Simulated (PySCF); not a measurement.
Trimethylboroxine, SMILES B1(OB(OB(C)O1)C)C (C₃H₉B₃O₃), GFN2-xTB optimised geometry.

```
18

C      2.55     0.03    -0.01
B      0.96     0.01     0.01
O      0.28    -1.18     0.02
B     -1.09    -1.21     0.02
C     -1.86    -2.59     0.04
O     -1.77    -0.02     0.01
B     -1.11     1.17     0.00
C     -1.92     2.54     0.00
O      0.25     1.17     0.00
H      2.97    -0.90     0.37
H      2.95     0.85     0.58
H      2.91     0.16    -1.03
H     -1.67    -3.13     0.96
H     -1.52    -3.24    -0.77
H     -2.93    -2.46    -0.06
H     -1.51     3.24    -0.73
H     -2.97     2.39    -0.21
H     -1.84     3.03     0.97
```

Density from PBE0/def2-SVP in PySCF at that geometry.

Minimum of the electron density along straight lines between bonded atoms, close to the bond critical point (lines longer than 1.1 times the sum of covalent radii, or with two minima, are not listed):

| bond | length / Å | ρ at the minimum / e bohr⁻³ | ∇²ρ there / e bohr⁻⁵ | position (fraction from the first atom) |
|---|---|---|---|---|
| C1–B2 | 1.587 | 0.183 | -0.25 | 0.67 |
| B2–O3 | 1.367 | 0.200 | 1.06 | 0.33 |
| O3–B4 | 1.367 | 0.199 | 1.06 | 0.67 |
| B4–C5 | 1.587 | 0.183 | -0.25 | 0.33 |
| B4–O6 | 1.367 | 0.200 | 1.06 | 0.33 |
| O6–B7 | 1.367 | 0.200 | 1.06 | 0.67 |
| B7–C8 | 1.587 | 0.183 | -0.25 | 0.33 |
| B2–O9 | 1.367 | 0.199 | 1.06 | 0.33 |
| B7–O9 | 1.367 | 0.200 | 1.06 | 0.33 |
| C1–H10 | 1.085 | 0.273 | -0.99 | 0.62 |
| C1–H11 | 1.086 | 0.272 | -0.98 | 0.62 |
| C1–H12 | 1.088 | 0.268 | -0.94 | 0.62 |
| C5–H13 | 1.087 | 0.269 | -0.95 | 0.62 |
| C5–H14 | 1.087 | 0.271 | -0.96 | 0.62 |
| C5–H15 | 1.085 | 0.274 | -0.99 | 0.62 |
| C8–H16 | 1.086 | 0.271 | -0.97 | 0.62 |
| C8–H17 | 1.085 | 0.274 | -0.99 | 0.62 |
| C8–H18 | 1.088 | 0.269 | -0.95 | 0.62 |
